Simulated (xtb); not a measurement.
CF3O3S (SMILES O=S(=O)([O-])C(F)(F)F), charge -1, singlet, geometry from GFN2-xTB. Base run: GFN2-xTB (xtb).

Geometry (Å):
```xyz
8

O      1.4376    -0.3189     1.1711
S      0.9236    -0.0359    -0.1505
O      1.2017     1.2884    -0.6603
O      1.0351    -1.1123    -1.1096
C     -0.9289     0.0361     0.1514
F     -1.2628     0.9920     1.0333
F     -1.4092    -1.1194     0.6381
F     -1.6167     0.2942    -0.9726
```
Charge -1, spin multiplicity 1.
All else is at xtb's defaults.
Base energy -32.05446 Eh.

Each row names what was changed in the base input (with any setting that the change needs).

```csv
change,ΔE vs base (kcal/mol),HOMO-LUMO gap (eV),G_solv (kcal/mol),SCF cycles
base,0.000,8.21,-,11
acc = 1000,0.010,8.23,-,6
alpb = chcl3,?,?,?,11
acc = 30,0.000,8.21,-,9
gbsa = water,-52.21,8.18,-52.62,11
```

Some entries are withheld; supply them.


- alpb = chcl3, ΔE vs base (kcal/mol): -47.96
- alpb = chcl3, HOMO-LUMO gap (eV): 8.20
- alpb = chcl3, G_solv (kcal/mol): -48.18

ALPB and GBSA are two models with their own fitted parameters for each solvent, which aren't always the measured dielectric constant.
